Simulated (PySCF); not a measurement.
C4H7BF2, SMILES CB(F)/C=C(/C)F. Geometry optimised at PBE-D3(BJ)/def2-SVP. The structure was generated by enumeration; whether it is a known compound was not checked. One conformer was computed; it need not be the lowest.

Computed equilibrium geometry at PBE-D3(BJ)/def2-SVP (PySCF confirms it by a frequency run) as bond lengths and angles (one conformer of several):
Atoms: C1 B2 F3 C4 C5 C6 F7 H8 H9 H10 H11 H12 H13 H14. Bonds (Å): C1–B2 1.576, C1–H8 1.112, C1–H9 1.107, C1–H10 1.112, B2–F3 1.350, B2–C4 1.553, C4–C5 1.356, C4–H11 1.102, C5–C6 1.493, C5–F7 1.347, C6–H12 1.104, C6–H13 1.110, C6–H14 1.110. Bond angles (°): B2–C1–H8 110.0, B2–C1–H9 114.4, B2–C1–H10 109.9, H8–C1–H9 108.4, H8–C1–H10 105.4, H9–C1–H10 108.4, C1–B2–F3 116.9, C1–B2–C4 123.6, F3–B2–C4 119.4, B2–C4–C5 127.1, B2–C4–H11 118.6, C5–C4–H11 114.2, C4–C5–C6 128.3, C4–C5–F7 120.5, C6–C5–F7 111.2, C5–C6–H12 111.6, C5–C6–H13 110.1, C5–C6–H14 110.1, H12–C6–H13 109.2, H12–C6–H14 109.2, H13–C6–H14 106.6.
Charge 0, spin multiplicity 1.
